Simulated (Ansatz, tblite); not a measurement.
Series SiCl2X2: gap (eV) at several levels, gas phase, relaxed structures; Ansatz, xTB through tblite. The structures are stationary points that may keep the symmetry of their start.

```json
{"species": "Si(OH)2Cl2 (SiCl2O2H2)", "state": "singlet", "geometry": "r2SCAN-D4/def2-SVP", "GFN1-xTB": "7.99", "GFN2-xTB": "7.45", "PBE-D4/def2-SVP": "7.06", "PBE-D4/def2-TZVP": "6.85", "PBE0-D4/def2-SVP": "9.63", "PBE0-D4/def2-TZVP": "9.32"}
{"species": "Si(NH2)2Cl2 (SiN2Cl2H4)", "state": "singlet", "geometry": "PBE-D4/def2-SVP", "GFN1-xTB": "7.24", "GFN2-xTB": "7.02", "PBE-D4/def2-SVP": "6.39", "PBE-D4/def2-TZVP": "6.12", "PBE0-D4/def2-SVP": "8.91", "PBE0-D4/def2-TZVP": "8.51"}
{"species": "Si(NCS)2Cl2 (SiC2S2N2Cl2)", "state": "singlet", "geometry": "r2SCAN-D4/def2-SVP", "GFN1-xTB": "3.93", "GFN2-xTB": "3.58", "PBE-D4/def2-SVP": "4.41", "PBE-D4/def2-TZVP": "4.30", "PBE0-D4/def2-SVP": "6.37", "PBE0-D4/def2-TZVP": "6.26"}
{"species": "Si(OMe)2Cl2 (C2H6Cl2O2Si)", "state": "singlet", "geometry": "r2SCAN-D4/def2-SVP", "GFN1-xTB": "8.20", "GFN2-xTB": "6.95", "PBE-D4/def2-SVP": "6.88", "PBE-D4/def2-TZVP": "6.63", "PBE0-D4/def2-SVP": "9.62", "PBE0-D4/def2-TZVP": "9.28"}
{"species": "SiCl2(SiMe3)2 (C6H18Cl2Si3)", "state": "singlet", "geometry": "PBE0-D4/def2-SVP", "GFN1-xTB": "3.75", "GFN2-xTB": "3.71", "PBE-D4/def2-SVP": "4.69", "PBE-D4/def2-TZVP": "4.49", "PBE0-D4/def2-SVP": "6.60", "PBE0-D4/def2-TZVP": "6.39"}
```

(1) Estimate the rows for SiF2Cl2 (SiCl2F2) (singlet, PBE0-D4/def2-SVP geometry); Si(SH)2Cl2 (SiH2S2Cl2) (singlet, PBE-D4/def2-SVP geometry).

(1) 
| species | state | geometry | GFN1-xTB | GFN2-xTB | PBE-D4/def2-SVP | PBE-D4/def2-TZVP | PBE0-D4/def2-SVP | PBE0-D4/def2-TZVP |
| --- | --- | --- | --- | --- | --- | --- | --- | --- |
| SiF2Cl2 (SiCl2F2) | singlet | PBE0-D4/def2-SVP | 8.34 | 7.44 | 7.46 | 7.27 | 10.05 | 9.82 |
| Si(SH)2Cl2 (SiH2S2Cl2) | singlet | PBE-D4/def2-SVP | 6.74 | 4.93 | 5.15 | 4.92 | 7.40 | 7.13 |

Over the 7 species that have every level, the mean is 6.60 at GFN1-xTB, 5.87 at GFN2-xTB, 6.00 at PBE-D4/def2-SVP, 5.80 at PBE-D4/def2-TZVP, 8.37 at PBE0-D4/def2-SVP, 8.10 at PBE0-D4/def2-TZVP. Orbital gaps grow with the share of exact exchange and aren't one observable across functionals.
